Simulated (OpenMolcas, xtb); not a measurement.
A ladder of methods for InCl3 (SMILES [Cl][In]([Cl])[Cl])

The species is InCl3 (4 atoms), meant as a singlet with charge 0. SMILES: `[Cl][In]([Cl])[Cl]`. Geometry: relaxed at PBE0-D4/def2-TZVP.

Quantity: the HOMO–LUMO gap, in eV. The values are calculated.

```csv
level,kind,program,value (eV),CPU time
GFN1-xTB,semi-empirical,xtb,4.78,under 2 s
HF/def2-SVP (core potential),Hartree–Fock,OpenMolcas,13.43,6.2 s
SVWN5/def2-SVP (core potential),LDA,OpenMolcas,4.03,10 s
revPBE/def2-SVP (core potential),GGA,OpenMolcas,4.24,14 s
M06-L/def2-SVP (core potential),meta-GGA,OpenMolcas,4.70,19 s
M06-2X/def2-SVP (core potential),hybrid meta-GGA,OpenMolcas,8.85,16 s
B2PLYP/def2-SVP (core potential),double hybrid,OpenMolcas,8.99,11 s
```

The values span 4.03 to 13.43 eV. Orbital gaps aren't excitation energies, and those of double hybrids come from the SCF part alone; they tend to grow with the share of exact exchange. CPU times are rough (shared hosts, several kinds of processor): they show what a rung costs within a factor of a few.
